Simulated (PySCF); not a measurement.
**Correlation energy of Ir²⁺ (iridium, charge +2)**

[Xe] 4f14 5d7, high-spin 4F determinant. Computed with PySCF 2.14 in def2-TZVPPD with the def2 core potential (60 electrons), with scalar relativity through the core potential. Frozen: 5s2 5p6; 7 electrons correlated.

```json
{"level": "CCSD", "correlation energy (mhartree)": "-144.84"}
{"level": "(T)", "correlation energy (mhartree)": "-3.97"}
{"level": "CCSD(T)", "correlation energy (mhartree)": "-148.81"}
```

Diagnostics: T1 = 0.0026, D1 = 0.0047, largest double amplitude 0.044.

Problem. Is a single reference adequate?

Solution. Yes, within this model without spin-orbit coupling: T1 lies below 0.03 and no double amplitude reaches 0.07.
